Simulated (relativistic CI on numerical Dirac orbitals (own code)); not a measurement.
Radial parameters of Mn7+

These numbers are calculated, not measured: Dirac-Coulomb-Breit CI, separate exchange-only KLI orbitals for each configuration, a model potential for QED, unscaled Slater integrals (own radial code, finite nucleus).

Slater integrals F^k, G^k are unscaled and averaged over j, outside the closed core [Ne]; ζ comes from projecting the Hamiltonian with its Breit term on Σ l·s of the shell.

- 3s²3p⁵3d: ζ(3p) = 8020.1, F^2(3p,3d) = 118980, G^1(3p,3d) = 142780, G^3(3p,3d) = 89955, ζ(3d) = 557.51 cm⁻¹; <r>(3p) = 0.814, <r^2>(3p) = 0.7666, <r>(3d) = 0.8197, <r^2>(3d) = 0.7981 (bohr units).
- 3s3p⁶3d: G^2(3s,3d) = 110620, ζ(3d) = 580.14 cm⁻¹; <r>(3s) = 0.796, <r^2>(3s) = 0.7234, <r>(3d) = 0.8212, <r^2>(3d) = 0.8012 (bohr units).
- 3s²3p⁵4s: ζ(3p) = 8354.5, G^1(3p,4s) = 13074 cm⁻¹; <r>(3p) = 0.7997, <r^2>(3p) = 0.7397, <r>(4s) = 1.754, <r^2>(4s) = 3.448 (bohr units).

Averages of the first 10 configurations, taken without configuration mixing, which lowers the lowest level and can move excited configurations by several eV; other configurations of the list can lie among them:

```
Configuration  Parity  States  Average energy above the lowest level (eV)
       3s²3p⁶    even       1                                         0.2
     3s²3p⁵3d     odd      60                                        51.1
      3s3p⁶3d    even      20                                        91.3
     3s²3p⁵4s     odd      12                                       100.3
     3s²3p⁵4p    even      36                                       111.1
     3s²3p⁵4d     odd      60                                       127.3
      3s3p⁶4s    even       4                                       141.4
     3s²3p⁵4f    even      84                                       138.9
     3s²3p⁵5s     odd      12                                       141.9
      3s3p⁶4p     odd      12                                       151.9
```
